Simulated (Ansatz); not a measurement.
One geometry of the cluster Rb3F3, several levels of theory.

```yaml
crystal:
  periodic: [false, false, false]
  atoms:
    - {symbol: Rb, position_ang: [1.578260, 2.348608, -0.199913]}
    - {symbol: Rb, position_ang: [0.760029, -1.370139, 0.209250]}
    - {symbol: Rb, position_ang: [-2.822664, -0.095651, -0.297405]}
    - {symbol: F, position_ang: [-1.682168, -2.170604, 0.282779]}
    - {symbol: F, position_ang: [2.715513, 0.285357, 0.429173]}
    - {symbol: F, position_ang: [-0.548970, 1.002429, -0.423874]}
basis:
  gaussian: {orbitals: def2-SVP, initial_orbitals: start.molden}
hamiltonian: {xc: pbe0, dispersion: d4}
scf: {omitted_lower_state_checks: [starts]}
output: {orbitals: {seedname: orbitals}}
```

The file start.molden holds the orbitals of an earlier run on this structure, at another level or in another basis.

```sh
$ ansatz run in.yaml --threads 4 --pin off --events-out ev --progress --plain --max-ram 3916MiB
```

Output, abridged:

```
Functional definition: PBE0
1254 factors; their error is unknown
mean field evaluation 1: about -10109.3180 eV, gradient 1.2e1 eV
mean field evaluation 2: about -10109.6426 eV, gradient 3.4e-1 eV
mean field evaluation 4: about -10109.6966 eV, gradient 9.0e-2 eV
mean field -10109.69659070 eV, -371.5244971097 hartree, gradient 1.8e-5 eV, S^2 0.000000; 0 other end points of the search recorded, 0 dependent functions left out
reference -10109.69665792 eV, -371.5244995800 hartree; 27, 27 occupied and 87, 87 virtual orbitals, 1254 factors
Total energy: -10109.78963033 eV, -371.5279162531 hartree
Checks for a lower state left out: starts
```

Hardware: 4 threads of Arm Neoverse V1 on a shared host. Wall time 1.7 s.

First input, but with `gaussian: {orbitals: def2-TZVPD, initial_orbitals: start.molden}`, `hamiltonian: {xc: pbe, dispersion: d4}` (abridged; 3.8 s):

```
Functional definition: PBE
mean field -10120.75992158 eV, -371.9310670208 hartree, gradient 2.0e-5 eV, S^2 0.000000
Total energy: -10120.86743306 eV, -371.9350179944 hartree
Checks for a lower state left out: starts
```

First input, but with `gaussian: {orbitals: def2-TZVP, initial_orbitals: start.molden}`, `hamiltonian: {xc: r2scan, dispersion: d4}` (abridged; 4.6 s):

```
Functional definition: r2SCAN
mean field -10126.36951946 eV, -372.1372159405 hartree, gradient 4.8e-5 eV, S^2 0.000000
Total energy: -10126.39137853 eV, -372.1380192464 hartree
Checks for a lower state left out: starts
```

First input, but with `gaussian: {orbitals: def2-TZVPD, initial_orbitals: start.molden}` (abridged; 3.9 s):

```
Functional definition: PBE0
mean field -10120.51655775 eV, -371.9221235648 hartree, gradient 1.2e-5 eV, S^2 0.000000
Total energy: -10120.60957747 eV, -371.9255419764 hartree
Checks for a lower state left out: starts
```

As the first input, with `gaussian: {orbitals: def2-TZVP, initial_orbitals: start.molden}`, `hamiltonian: {xc: {name: B2PLYP}}` and without the key `output` (abridged; 6 s):

```
Functional definition: B2PLYP
mean field -10108.56932243 eV, -371.4830707650 hartree, gradient 2.2e-6 eV, S^2 0.000000
3 core orbitals not correlated: weight in the atoms' cores, before any rotation towards them, 1.000 or more for the frozen orbitals, at most 0.000 for the correlated occupied ones
second order -33.13748876 eV of doubles, -0.00000000 eV of singles
Total energy: -10117.51668510 eV, -371.8118802782 hartree
Checks for a lower state left out: starts
```

As the first input, with `gaussian: {orbitals: def2-TZVP, initial_orbitals: start.molden}`, `correlation: {method: mp2}` and without the key `hamiltonian` (abridged; 2.2 s):

```
Functional definition: HF
mean field -10070.69108035 eV, -370.0910710431 hartree, gradient 3.6e-6 eV, S^2 0.000000
3 core orbitals not correlated: weight in the atoms' cores, before any rotation towards them, 1.000 or more for the frozen orbitals, at most 0.000 for the correlated occupied ones
second order -27.94449402 eV of doubles, -0.00000000 eV of singles
Total energy: -10098.63557437 eV, -371.1180122570 hartree
Checks for a lower state left out: starts
```

The first input with `gaussian: {orbitals: def2-TZVP, initial_orbitals: start.molden}`, `hamiltonian: {xc: pbe}`, `correlation: {method: rpa}` and without the key `output` (abridged; 6.5 s):

```
Functional definition: PBE
mean field -10120.60006496 eV, -371.9251923982 hartree, gradient 1.9e-6 eV, S^2 0.000000
3 core orbitals not correlated: weight in the atoms' cores, before any rotation towards them, 1.000 or more for the frozen orbitals, at most 0.000 for the correlated occupied ones
Total energy: -10110.66958753 eV, -371.5602540838 hartree
Checks for a lower state left out: starts
```

Geometry: PBE0-D4/def2-SVP.

In the def2 sets Rb takes a core potential; there is no spin–orbit coupling. Correlated methods freeze 3 core orbitals; core or outer-core shells of Rb are correlated, in sets that lack core-valence functions. Another isomer (singlet) lies 0.03 eV lower at PBE0-D4/def2-TZVP; other spin states weren't run for this one.
